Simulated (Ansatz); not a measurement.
Reaction (formal exchange of groups at a B–O bond): `NB(F)[O][GeH3]` + `OC(O)=S` → `NB(O)F` + `OC(=S)[O][GeH3]`

Calculated with Ansatz (gas phase, PBE0-D4/def2-TZVP geometries, no zero-point term in ΔE). CCSD(T)/CBS adds triple-zeta CCSD(T) − MP2 to the extrapolated MP2 energy (def2 sets, frozen cores). DFT in def2-TZVPP. For Ge outer-core shells are correlated without core-valence functions, which leaves a few kJ/mol of doubt a bond. Scalar relativity is left out up to krypton. Each species was taken in one conformer, which may not be the lowest.

`NB(F)[O][GeH3]`:

Cartesian coordinates in Å:
```
N -1.506 0.149 -1.605
B -0.649 -0.249 -0.572
F -0.711 -1.531 -0.145
O 0.231 0.606 0.005
Ge 1.355 0.171 1.327
H -2.159 -0.478 -2.036
H -1.509 1.085 -1.965
H 2.295 -0.939 0.836
H 2.115 1.471 1.610
H 0.538 -0.283 2.546
```

`OC(O)=S`:

```xyz
6

O    -0.024   -0.520    0.900
C     0.028    0.295   -0.157
O    -0.095   -0.388   -1.280
S     0.216    1.908   -0.078
H     0.070    0.034    1.686
H    -0.194   -1.328   -1.072
```

`NB(O)F`:

Z-matrix (Å, degrees):
```
N
B 1 1.406
H 1 1.004 2 121.1
H 1 1.003 2 124.7 3 180.0
O 2 1.363 1 125.7 3 -180.0
F 2 1.337 1 118.3 3 0.0
H 5 0.957 2 114.6 1 0.0
```

`OC(=S)[O][GeH3]`:

Cartesian coordinates in Å:
```
O -1.375 -0.250 -0.423
C -0.774 0.950 -0.430
S -1.521 2.318 -0.922
O 0.454 0.879 -0.002
Ge 1.221 -0.696 0.536
H -2.274 -0.114 -0.751
H 1.230 -1.649 -0.660
H 2.617 -0.210 0.924
H 0.421 -1.228 1.726
```

```
        level  ΔE (kJ/mol)
       B2PLYP          3.9
HF/def2-TZVPP          6.5
```

Q: What does CCSD(T)/CBS give? (Estimate.)

A: The calculation gave: +2.3 kJ/mol. The listed levels differ from it by 1.6, 4.2 kJ/mol.

Largest T1 diagnostic among the species: 0.016.
